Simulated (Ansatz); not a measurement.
Ideal-gas functions of CH$_{6}$SSn (`C[S][SnH3]`) at 500 K and 1 bar, from an Ansatz frequency run at PBE0-D4/def2-TZVP.

Molar mass 168.84 g/mol, point group Cs (symmetry number 1), electronic degeneracy 1, moments of inertia 40.113, 240.19, 269.268 u Å². Harmonic wavenumbers (cm⁻¹, unscaled): 74, 143, 147, 360, 462, 463, 682, 705, 722, 728, 969, 981, 1349, 1469, 1476, 1932, 1935, 1969, 3058, 3145, 3152.

Use S(trans) = R[1.5 ln M + 2.5 ln T − 1.1517]; rotational temperatures θ = 24.2544 K / I; S(rot) = R[ln(√π/σ · √(T³/θAθBθC)) + 1.5]; for each mode x = 1.438777 ν̃/T, S = R[x/(eˣ − 1) − ln(1 − e⁻ˣ)] and H = RT x/(eˣ − 1); 1 cm⁻¹ = 0.0119627 kJ/mol; R = 8.31446 J/(mol·K).

Task: By hand: the entropy, in J/(mol·K).

Result: Translation 183.6. Rotation: θ = 0.6047, 0.101, 0.0901 K, giving 116.4. Vibration, mode by mode: 21.19, 15.76, 15.53, 8.38, 6.53, 6.52, 3.93, 3.73, 3.59, 3.54, 2.05, 1.99, 0.85, 0.64, 0.63, 0.21, 0.21, 0.19, 0.01, 0.01, 0.01, in all 95.5. Electronic 0.0. Sum 395.5 J/(mol·K).

Task: By hand: H − E and G − E in kJ/mol, counted from the electronic energy.

Result: Zero-point energy ½ × 25921 × 0.0119627 = 155.0; thermal vibration 24.5; translation, rotation and pV give 4 RT = 16.6. H − E = 196.1 kJ/mol, and G − E = 196.1 − 500 × 395.5/1000 = -1.7 kJ/mol.

Vibration gives 24 % of the entropy, 52.5 J/(mol·K) of it from the modes under 150 cm⁻¹: soft modes count most, and the harmonic formula is weakest for them.
